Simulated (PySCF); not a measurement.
**The halides of aluminium, AlF₂⁺ to AlI₂⁺**

Level: PBE0 in the def2-TZVP basis family, computed in PySCF with density fitting; scalar-relativistic core potentials for atoms from Rb on, none lighter, no spin–orbit coupling; open shells unrestricted.

Each entry is the lowest minimum that a search over a few typed start shapes (and spin states, where more than one is plausible) found, or that minimum re-optimised at the stated level; isomers with ligand–ligand bonds, or fragments after loss of a ligand pair, can lie lower.

Q: Order by mean bond length to the first atom of the formula (for M2X and M3X the non-metal), shortest first (Å).
A. AlF₂⁺
B. AlI₂⁺
C. AlCl₂⁺
D. AlBr₂⁺

A: A (1.586), C (1.996), D (2.149), B (2.359).

Q: Give point groups and multiplicities.

A: AlF₂⁺ D∞h singlet, AlCl₂⁺ D∞h singlet, AlBr₂⁺ D∞h singlet, AlI₂⁺ D∞h singlet.

The bond lengthens at every step; the largest change, 0.410 Å, falls between AlF₂⁺ and AlCl₂⁺ among the members listed.

Left out of the table are members whose search was unfinished or whose lowest solution was spin-contaminated, unstable, very soft or bonded differently.
